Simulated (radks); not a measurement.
Spin polarisation of the 4f1 shell in neutral cerium. Start: [Xe] 4f(up 0.5, down 0.5) 5d(up 0.5, down 0.5) 6s2; electrons of 4f are moved from spin down to spin up, other shells keep equal spins. Method: non-relativistic Kohn-Sham, BLYP, spin-polarised, spherical densities, point nucleus; computed with a radial shooting solver on a logarithmic mesh with Libxc functionals.

moment (Bohr magnetons)  E - E(0) (eV)  e(4f up) (eV)  e(4f down) (eV)  6s down minus up (eV)
0                                0.000         -8.685           -8.685                 0.000
0.25                            -0.011         -8.771           -8.596                  0.008
0.5                             -0.044         -8.855           -8.504                  0.015
0.75                            -0.099         -8.935           -8.410                  0.023
1                               -0.175         -9.013           -8.312                  0.031

At moment 1 the spin-polarisation energy is -0.175 eV and the 4f exchange splitting 0.701 eV, that is 0.701 eV per Bohr magneton; E = -I m^2/4 would give I = 0.701 eV.
